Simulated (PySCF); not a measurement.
Match the calculated data to a structure.

All candidates are C9H14O.

- UV, first state: lowest singlet excitation: 4.46 eV (278 nm, f = 0.000) [TDDFT CAM-B3LYP/def2-SVPD]
- NMR, other nuclei: isotropic shieldings of nuclei other than C and H, by class: -342 (1 O) ppm [GIAO PBE0/pcSseg-1]
- 13C NMR: chemical shifts (computed TMS as zero) by class: 211.0 (1 C), 159.0 (1 C), 115.0 (1 C), 56.9 (1 C), 46.0 (1 C), 40.0 (1 C), 31.4 (1 C), 31.1 (1 C), 16.4 (1 C) ppm [GIAO PBE0/pcSseg-1]
- Polarisability: 106.5 au [CAM-B3LYP/def2-SVPD]
- Valence photoelectron: vertical ionisation energy: 8.99 eV [ΔSCF CAM-B3LYP/def2-SVPD]
- Rotational structure: rotational constants A, B, C: 2.406, 0.923, 0.810 GHz [PBE0-D3(BJ)/def2-SVP]
- Dipole: 3.10 D [CAM-B3LYP/def2-SVPD]

Gas-phase values; electronic properties from PySCF, density fitting. Levels stand in brackets. Isolated species at its PBE0-D3(BJ)/def2-SVP geometry (one conformer only). NMR classes are plain means over equivalent atoms (diastereotopic ones count apart unless rotation or inversion swaps them), as if these changed places fast.

Question: Which candidate is it?
A. `C[C@@]12C=C[C@@](CO)(CC1)C2`
B. `CCO/C=C\[C@@H]1CC12CC2`
C. `C=C1C[C@@H](C)[C@@H](C(C)=O)C1`
D. `CC1(C)[C@@H]2CCC(=O)[C@H]1C2`
E. `CC1=CC(=O)CC(C)(C)C1`

Answer: C. It is `C=C1C[C@@H](C)[C@@H](C(C)=O)C1`. Numbering: `[CH2:1]=[C:2]1[CH2:3][C@@H:4]([CH3:5])[C@@H:6]([C:7]([CH3:8])=[O:9])[CH2:10]1`. Its formula, C9H14O, gives 3 degrees of unsaturation: 1 ring and 2 π bonds in the structure found. 9 carbons fall into 9 classes; from least to most shielded: ketone carbonyl carbon [C7] (211.0 ppm), fully substituted alkene carbon [C2] (159.0 ppm), terminal =CH2 carbon [C1] (115.0 ppm), sp3 carbon next to a carbonyl [C6] (56.9 ppm), allylic carbon [C3] (46.0 ppm), sp3 CH carbon [C4] (40.0 ppm), allylic carbon [C10] (31.4 ppm), methyl carbon next to a carbonyl [C8] (31.1 ppm), methyl carbon [C5] (16.4 ppm). The other shieldings belong to: -342 ppm, ketone oxygen [O9]. The first electron is taken from the HOMO, whose largest Löwdin shares are 0.35 on the terminal =CH2 carbon, 0.29 on the fully substituted alkene carbon and 0.06 on each of 2 atoms of one kind (allylic carbon). The optimised geometry has point group C1 and is an asymmetric top.

The others, at the same levels:
- `C[C@@]12C=C[C@@](CO)(CC1)C2` fails: its computed lowest singlet excitation is 6.58 eV (188 nm, f = 0.162) (against 4.46 eV), static isotropic polarisability is 103.1 au (against 106.5 au) and rotational constant A is 2.955 GHz (against 2.406 GHz).
- `CC1(C)[C@@H]2CCC(=O)[C@H]1C2` fails: its computed static isotropic polarisability is 101.0 au (against 106.5 au), rotational constant A is 1.936 GHz (against 2.406 GHz) and smallest rotational constant is 1.171 GHz (against 0.810 GHz).
- `CCO/C=C\[C@@H]1CC12CC2` fails: its computed lowest singlet excitation is 5.89 eV (210 nm, f = 0.023) (against 4.46 eV), vertical ionisation energy is 7.93 eV (against 8.99 eV) and static isotropic polarisability is 112.7 au (against 106.5 au).
- `CC1=CC(=O)CC(C)(C)C1` fails: it has 8 carbon classes against 9; its computed 13C shifts are 198.9 (1 C), 165.2 (1 C), 133.4 (1 C), 52.6 (1 C), 47.0 (1 C), 33.7 (1 C), 29.6 (2 C), 27.1 (1 C) ppm, lowest singlet excitation is 3.92 eV (316 nm, f = 0.000) (against 4.46 eV) and static isotropic polarisability is 108.4 au (against 106.5 au).

Each candidate is one conformer, not necessarily the lowest. Dipoles, sizes and rotational constants follow the conformer. The torsions of the flexible species, by atom-mapped SMILES:
- `[CH3:1][CH2:2][O:3]/[CH:4]=[CH:5]\[C@@H:6]1[CH2:7][C:8]12[CH2:9][CH2:10]2`: C1–C2–O3–C4 169°, C2–O3–C4–C5 8°, C4–C5–C6–C7 -136°

The conformers of `C=C1C[C@@H](C)[C@@H](C(C)=O)C1`, `C[C@@]12C=C[C@@](CO)(CC1)C2`, `CC1(C)[C@@H]2CCC(=O)[C@H]1C2` and `CC1=CC(=O)CC(C)(C)C1` aren't listed.
